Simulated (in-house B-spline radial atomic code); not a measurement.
A fraction x of an electron is removed from 2p in Ne²⁺, starting from [He] 2s2 2p4 and keeping the highest spin. Method: non-relativistic revTPSS, spin-polarised, spherical fractional occupations, point nucleus. Calculated with a radial B-spline atomic code at the basis-set limit.

| x | E(x) - E(0) (eV) | 2p down level (eV) |
| --- | --- | --- |
| 0 | 0.0000 | -51.725 |
| 0.1 | 5.2808 | -53.894 |
| 0.13 | 6.9075 | -54.548 |
| 0.32 | 17.6671 | -58.719 |
| 0.44 | 24.8725 | -61.374 |
| 0.5 | 28.5949 | -62.706 |
| 0.67 | 39.5762 | -66.486 |
| 0.86 | 52.6090 | -70.691 |
| 0.99 | 61.9826 | -73.501 |
| 1 | 62.7186 | - |

The exact functional would give a straight line between the two integer points. Deviations E(x) - E(0) - x[E(1) - E(0)], in eV: -0.991 at x = 0.1, -1.246 at x = 0.13, -2.403 at x = 0.32, -2.724 at x = 0.44, -2.764 at x = 0.5, -2.445 at x = 0.67, -1.329 at x = 0.86, -0.109 at x = 0.99.

The curve lies below the straight line by up to 2.764 eV (at x = 0.5): convex, the delocalisation error that favours fractional charges.

Task: How well does Slater's transition state (minus the level at half occupation) give the ionisation energy?

Result: It gives 62.706 eV against 62.719 eV from the two total energies; NIST lists 63.42 eV, ground level to ground level.
